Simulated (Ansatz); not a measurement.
Al(H)(F)(OEt) (C2H6AlFO), SMILES C(C)[O][AlH][F].

The structure is a stationary point at B3LYP-D3(BJ)/def2-SVP. The structure was generated by enumeration; whether it is a known compound was not checked. Other conformers were not sampled.

Two levels are set side by side: PBE/def2-SVPD (Ansatz, a program for electronic structure) and PBE0/def2-SVPD (Ansatz). Energy differences of separate SCF runs at the same geometry; the states with an electron removed or added have multiplicity 2 and 2. Differences are taken from unrounded values.

```
quantity                             PBE
---------------------------------  -----
vertical ionisation energy (eV)    10.16
vertical singlet–triplet gap (eV)   5.76
```

**Question.** These are the PBE values. What does PBE0 give? (Estimate from the structure and the level; the computed values follow.)

**Answer.** 
```
quantity                            PBE0  PBE minus PBE0
---------------------------------  -----  --------------
vertical ionisation energy (eV)    10.52           -0.36
vertical singlet–triplet gap (eV)   6.21           -0.45
```
